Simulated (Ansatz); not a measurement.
Job for Ansatz (an electronic-structure program): R-B3LYP/def2-TZVPP on AlH3S (SMILES [AlH2][SH]), a point of a torsion scan.

Ansatz 0.2 input:
```yaml
crystal:
  periodic: [false, false, false]
  atoms:
    - {symbol: Al, position_ang: [-0.62342194, -0.03654466, 0.04694899]}
    - {symbol: S, position_ang: [1.45509818, -0.54387468, 0.47800375]}
    - {symbol: H, position_ang: [-1.63919647, -1.15360426, -0.24060870]}
    - {symbol: H, position_ang: [-1.13029820, 1.41420705, 0.04373976]}
    - {symbol: H, position_ang: [1.60711701, -1.13803100, -0.70468580]}
basis:
  gaussian:
    orbitals: def2-TZVPP
hamiltonian:
  xc: {name: B3LYP}
scf: {lower_state_search: off}
```

**Question.** Predict the final total energy.

**Answer.** -642.5073 hartree.
